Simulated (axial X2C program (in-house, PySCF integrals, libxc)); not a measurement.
# Nuclear properties of BiO⁺

Calculated with an in-house all-electron X2C program for linear molecules (integrals from PySCF): two-component X2C with atomic mean-field Coulomb and Gaunt terms, Gaussian nuclei, basis Bi dyall-cv3z, O dyall-av3z with contracted cores.

R = 1.855 Å (near the PBE0 minimum at charge 1 of the determinant lowest at the starting distance; the state shown can have its own minimum elsewhere).

Determinant lowest in the PBE0 search, Ω = 0 (closed shell), highest spinor 75% O p, 18% Bi p, 2% Bi s:

```tsv
level	qzz Bi (a.u.)	qzz O (a.u.)
PBE0	-16.77	0.26
HF	-18.13	0.61
r2SCAN	-16.44	0.13
TPSSh	-16.23	0.18
LDA	-15.04	0.11
```

qzz is the electric field gradient, eQq0 = 234.96 MHz × Q/barn × qzz. The operators were transformed with the bare-nucleus X2C matrices; with these basis sets, hyperfine constants and field gradients can be off by tens of per cent, and where levels differ in sign neither size nor sign is settled.

Question: With Q(209Bi) = -0.516 barn (Q from Pyykkö, Mol. Phys. 2018), turn the PBE0 values of the first state into constants in MHz.

Answer: eQq0(209Bi) = 234.96 × (-0.516) × (-16.77) = 2030 MHz.

Each state is one determinant with collinear spin. The search compared states at one distance, so a state with another bond length can lie lower. Further determinants of the search, some of them spin-mixed, are not shown. Where a field gradient or hyperfine factor spreads by more than a factor of two over the levels, a constant derived from it is not to be relied on.
